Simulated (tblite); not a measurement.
Species: C6H6ClF.
Atom-mapped SMILES: `[F:1]/[CH:2]=[CH:3]/[C:4]1=[C:5]([Cl:6])[CH2:7][CH2:8]1` (hydrogens: H9 on C2; H10 on C3; H11, H12 on C7; H13, H14 on C8)

Computed geometry: GFN2-xTB, gas phase.

**Question.** Give the optimised bond lengths and angles.

**Answer.** 
```json
{"bond": "F1–C2", "length (pm)": "134.2", "order": "single"}
{"bond": "C2=C3", "length (pm)": "133.0", "order": "double"}
{"bond": "C3–C4", "length (pm)": "142.9", "order": "single"}
{"bond": "C4=C5", "length (pm)": "134.5", "order": "double"}
{"bond": "C5–Cl6", "length (pm)": "170.2", "order": "single"}
{"bond": "C5–C7", "length (pm)": "150.0", "order": "single"}
{"bond": "C7–C8", "length (pm)": "155.0", "order": "single"}
{"bond": "C4–C8", "length (pm)": "151.6", "order": "single"}
{"bond": "C2–H9", "length (pm)": "108.0", "order": "single"}
{"bond": "C3–H10", "length (pm)": "108.1", "order": "single"}
{"bond": "C7–H11, C7–H12", "length (pm)": "108.8", "order": "single"}
{"bond": "C8–H13, C8–H14", "length (pm)": "108.7", "order": "single"}
```

Bonds in one row agree within 1 pm and their mean is given. Orders are formal, as drawn. A selection of angles:
```json
{"angle": "F1–C2–C3", "degrees": "121.6"}
{"angle": "C2–C3–C4", "degrees": "123.0"}
{"angle": "C3–C4–C5", "degrees": "134.8"}
{"angle": "C3–C4–C8", "degrees": "132.9"}
{"angle": "C5–C4–C8", "degrees": "92.3"}
{"angle": "C4–C5–Cl6", "degrees": "134.3"}
{"angle": "C4–C5–C7", "degrees": "95.4"}
{"angle": "Cl6–C5–C7", "degrees": "130.2"}
{"angle": "C5–C7–C8", "degrees": "85.3"}
{"angle": "C4–C8–C7", "degrees": "86.9"}
```

Torsions: F1–C2–C3–C4 180° (antiperiplanar); C2–C3–C4–C5 180° (antiperiplanar); C3–C4–C5–Cl6 0° (synperiplanar); C4–C5–C7–C8 0° (synperiplanar); C5–C7–C8–C4 0° (synperiplanar); C3–C4–C8–C7 180° (antiperiplanar).

The 8 heavy atoms lie in one plane (0.000 Å rms). The 4-membered ring C4–C5–C7–C8 has internal angles of 85.3° to 95.4° (sum 360°, against 360° for a flat polygon); it is planar, 0.00 Å rms from its mean plane, widest ring torsion 0°. Of the pairs four or more bonds apart, C8···H9 is among the closest relative to their van der Waals radii: 2.98 Å, 103 % of the sum of Bondi's values. The C–C distances run from 1.330 Å (C2=C3, drawn double) to 1.550 Å (C7–C8, drawn single), a spread of 0.220 Å.

Point group: Cs (tolerance 0.08 Å). Its GFN2-xTB frequencies are all real (lowest 94 cm⁻¹). One conformer, not necessarily the lowest. 3 starts were optimised and ended at 0.00, 0.00 and 0.39 kcal/mol (GFN2-xTB); the lowest of these is shown.

Hardware: one thread, Arm Neoverse N1 (aarch64), shared host with 64 logical CPUs at a one-minute load of 55. Cost: 0.34 s of wall time. This is the geometry optimisation.
